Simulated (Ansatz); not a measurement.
A made-up structure of BSi2H4F, closed shell:

```
8
angstrom
B -0.6210 1.8865 -0.1845
Si 0.5414 0.2894 0.6801
F 1.7024 0.5050 2.0296
Si 0.2423 -1.9238 -0.2468
H -1.4180 1.4783 -1.1807
H -0.5930 3.1672 0.1905
H -0.8408 -2.0679 -1.4906
H 0.9867 -3.3347 0.2025
```

It is relaxed with PBE-D4/def2-SVP and then PBE0-D4/def2-TZVP (Ansatz 0.2.0). Atoms count as bonded within 1.22 times the sum of their covalent radii (H–H: 0.88 Å). The end point is not checked to be a true minimum.

(1) Does its bonding change? (Judge from chemistry; the calculation decides.)

Results:

(1) The calculation gives: No: no bond forms or breaks.

Where it ends: The first stage lowers the energy by 1.56 eV in 4 steps. It ends as BSi₂H₄F ([BH2][Si]([F])[SiH2]):
```xyz
8
angstrom
B -0.5545 1.6847 -0.1649
Si 0.4829 0.2584 0.6066
F 1.5193 0.4514 1.8116
Si 0.2168 -1.7181 -0.2201
H -1.2667 1.3212 -1.0545
H -0.5292 2.8281 0.1706
H -0.7502 -1.8480 -1.3307
H 0.8815 -2.9777 0.1813
```

Labels in which every atom is bracketed show which atoms are joined, not bond orders.

For scale, one of the runs: PBE0-D4/def2-TZVP relaxation, 160 basis functions, launched by `ansatz run in.yaml --threads 2 --pin off --events-out ev --progress --plain --max-ram 4352MiB`. Hardware: 2 CPU threads of an Arm Neoverse V2, shared host. Wall time about 27 s.
